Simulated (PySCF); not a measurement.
## Broadened absorption spectrum of GaCl2(iPr)

Species: GaCl2(iPr), C3H7Cl2Ga.
SMILES: `C[CH](C)[Ga]([Cl])[Cl]`

The calculation used TDDFT wB97X-D/def2-SVPD, vertical, gas phase, core orbitals frozen in the response (PySCF 2.14.0, density-fitted response routines). Geometry: PBE0-D3(BJ)/def2-SVP, one conformer, isolated molecule. The wB97X-D/def2-SVPD calculation is non-relativistic and has no spin–orbit coupling, an omission that weighs most on gallium.

Computed states:

```csv
state,E (eV),f
S1,5.77,0.0091
S2,6.51,0.234
S3,6.53,0.0076
S4,6.83,0.0083
S5,7.00,0.0072
S6,7.11,0.066
S7,7.23,0.0012
S8,7.48,0.036
S9,7.53,0.038
S10,7.60,0.079
S11,7.87,0.0019
S12,8.11,0.095
S13,8.27,0.010
S14,8.32,0.0091
S15,8.41,0.099
```

Broadening: Gaussians 0.4 eV wide at half height, area fixed by f = 4.319×10⁻⁹ ∫ε dν̃. The width is an assumption, not a result. The curve ends short of the highest state used, and states not computed would add to its high-energy end.

Question: Give the broadened spectrum and its maxima.

Answer: 
| E (eV) | ε (L mol⁻¹ cm⁻¹) |
| --- | --- |
| 5.17 | 1 |
| 5.26 | 7 |
| 5.35 | 30 |
| 5.44 | 96 |
| 5.53 | 232 |
| 5.62 | 421 |
| 5.71 | 579 |
| 5.80 | 602 |
| 5.89 | 488 |
| 5.99 | 394 |
| 6.08 | 723 |
| 6.17 | 2103 |
| 6.26 | 5282 |
| 6.35 | 10167 |
| 6.44 | 14821 |
| 6.53 | 16383 |
| 6.62 | 13855 |
| 6.71 | 9291 |
| 6.81 | 5402 |
| 6.90 | 4314 |
| 6.99 | 4772 |
| 7.08 | 5407 |
| 7.17 | 5521 |
| 7.26 | 5626 |
| 7.35 | 6671 |
| 7.44 | 8598 |
| 7.53 | 9992 |
| 7.62 | 9492 |
| 7.72 | 7068 |
| 7.81 | 5069 |

Maxima: 215 nm (5.77 eV), ε about 610, made up of S1 (100%); 190 nm (6.52 eV), ε about 16000, made up of S2 (96%); 174 nm (7.14 eV), ε about 5500, made up of S6 (79%) (hardly more than a shoulder); 164 nm (7.55 eV), ε about 10000, made up of S8 (22%), S9 (25%) and S10 (51%) (ε in L mol⁻¹ cm⁻¹; maxima over ε = 5, shares over 10%).

Question: Does any computed singlet lie in the visible range?

Answer: No computed singlet lies in the visible range (380 to 750 nm); the lowest, at 215 nm, stands 2.50 eV above its violet end (3.26 eV).

Question: Coming from long wavelengths, where does ε first pass 100 L mol⁻¹ cm⁻¹?

Answer: At about 228 nm (5.44 eV), 0.32 eV below S1.

Question: What would ε be at 6.52 eV, the highest of these maxima, with half the width (0.2 eV)?

Answer: About 32500 L mol⁻¹ cm⁻¹ against 16400, a factor of about 1.98; a lone state at its own centre would give exactly 2.

On one thread of an AMD EPYC 9R45, shared host, this took 32 s wall (grids of density and orbitals included) and 0.99 GiB of memory at its peak.
